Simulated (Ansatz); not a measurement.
Si(OH)2Me2 (C2H8O2Si). Total charge 0; singlet. Geometry PBE-D4/def2-SVP.

```xyz
13

Si    0.225    0.051   -0.266
O     1.725   -0.711   -0.409
H     2.481   -0.098   -0.401
O    -0.053    1.091   -1.568
H    -0.085    0.642   -2.431
C     0.143    1.164    1.240
H     0.864    2.004    1.159
H     0.376    0.598    2.165
H    -0.868    1.605    1.350
C    -1.008   -1.360   -0.218
H    -0.849   -1.992    0.679
H    -0.903   -2.015   -1.107
H    -2.048   -0.978   -0.192
```

**Question.** Estimate the orbital energies around the gap (eV) in Ansatz with HF/STO-3G, PBE-D4/def2-SVP, PBE-D4/def2-TZVP, PBE0-D4/def2-TZVP, BHLYP-D4/def2-TZVP.

**Answer.** 
```tsv
orbital	HF/STO-3G	PBE-D4/def2-SVP	PBE-D4/def2-TZVP	PBE0-D4/def2-TZVP	BHLYP-D4/def2-TZVP
HOMO−5	-12.70	-9.05	-9.29	-10.86	-12.36
HOMO−4	-11.64	-8.38	-8.63	-10.32	-11.93
HOMO−3	-11.54	-8.29	-8.54	-10.21	-11.82
HOMO−2	-9.42	-7.01	-7.37	-9.03	-10.62
HOMO−1	-9.32	-6.97	-7.26	-8.89	-10.55
HOMO	-9.22	-6.53	-6.83	-8.32	-9.69
LUMO	12.75	0.37	-0.23	0.61	1.21
LUMO+1	13.49	1.10	0.51	1.42	2.08
LUMO+2	14.15	1.51	0.88	1.71	2.35
LUMO+3	15.26	2.09	1.36	2.18	2.82
LUMO+4	18.90	2.34	1.79	2.68	3.41
LUMO+5	19.08	2.58	2.00	2.82	3.46
```
